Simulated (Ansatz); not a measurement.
`FB[SiH]1C[SiH2]1`, charge 0, multiplicity 1.

Task: Give a relaxed structure at PBE0-D4/def2-TZVP (the Gaussian-basis code of Ansatz). (Estimate.)

Result: The calculation gave: 
Cartesian coordinates in Å:
```
F 1.8202 -1.5282 -1.1712
B 2.0230 -0.7876 -0.0899
Si 0.6216 0.5214 0.4558
C -0.8275 0.8384 -0.7474
Si -1.4700 -0.3689 0.5389
H 3.0237 -1.0064 0.5378
H 0.9515 1.6207 1.3941
H -0.6831 0.4741 -1.7618
H -1.2491 1.8408 -0.7319
H -1.7246 -1.7576 0.0942
H -2.4858 0.1533 1.4812
```
This is one stationary point; other conformers may exist.
